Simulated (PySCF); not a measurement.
SnCl⁺ at PBE0

Computed with PBE0; basis Sn cc-pVTZ-PP with ECP28, Cl cc-pV(T+d)Z; scalar-relativistic core potentials; PySCF 2.14.

For SnCl⁺, the state is ¹Σ⁺ (singlet), closed shell, the bond length is 2.266 Å and the harmonic wavenumber is 430 cm⁻¹. The force constant is 2.95 mdyn/Å. The rotational constant Be is 0.1213 cm⁻¹. The anharmonicity ωexe is 1.08 cm⁻¹. The vibration–rotation constant αe is 0.000444 cm⁻¹, the well depth De to Sn⁺ + Cl is 4.22 eV and the dissociation energy D0 is 4.19 eV. The HOMO–LUMO gap is 6.05 eV. The bond order (Mayer) is 1.48. The dipole moment (positive dipole points towards Cl; it is taken about the centre of mass and depends on that origin) is -2.59 D.

These are scalar-relativistic numbers at best; spin–orbit coupling would shift them, the dissociation energy most. For an ion De counts to the pair picked by the measured ionisation energies or electron affinities, which need not be the lowest pair at this level.
